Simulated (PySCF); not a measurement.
1-chlorocyclopenta-1,3-diene (C₅H₅Cl), SMILES ClC1=CC=CC1. Heavy atoms are numbered as in [Cl:1][C:2]1=[CH:3][CH:4]=[CH:5][CH2:6]1. Hydrogens are named by the atom that carries them.

Geometry optimised at ωB97X-D3(BJ)/def2-SVP. One conformer was computed; it need not be the lowest.

Method: PBE/def2-TZVP (PySCF).

ESP charges are fitted to the potential on shells at 1.4 to 2.0 van der Waals radii. Atomic charges (e), one atom of each kind:

| atom | IAO | ESP fit | Mulliken |
|---|---|---|---|
| Cl1 | 0.00 | -0.10 | -0.10 |
| C2 | -0.03 | 0.06 | 0.02 |
| C3 (CH) | -0.18 | -0.11 | -0.16 |
| C4 (CH) | -0.16 | -0.20 | (withheld) |
| C5 (CH) | -0.17 | -0.14 | -0.22 |
| C6 (CH2) | -0.28 | -0.24 | (withheld) |
| H on C3 | 0.16 | 0.14 | (withheld) |
| H on C4 | 0.16 | 0.15 | (withheld) |
| H on C5 | 0.16 | 0.13 | 0.11 |
| H on C6 | 0.18 | 0.16 | (withheld) |

Question: Complete the blanks. (The exact figures need the calculation; the answer reports its results.)

Answer: 
- C4 (CH), Mulliken: -0.08
- C6 (CH2), Mulliken: -0.06
- H on C3, Mulliken: 0.12
- H on C4, Mulliken: 0.11
- H on C6, Mulliken: 0.12

Computed Mayer and Wiberg (Löwdin basis) orders of the bonds:
| bond | Mayer | Wiberg |
|---|---|---|
| Cl1–C2 | 1.07 | 1.73 |
| C2–C3 | 1.73 | 1.84 |
| C3–C4 | 1.08 | 1.27 |
| C4–C5 | 1.80 | 1.91 |
| C2–C6 | 1.03 | 1.19 |
| C5–C6 | 1.03 | 1.20 |
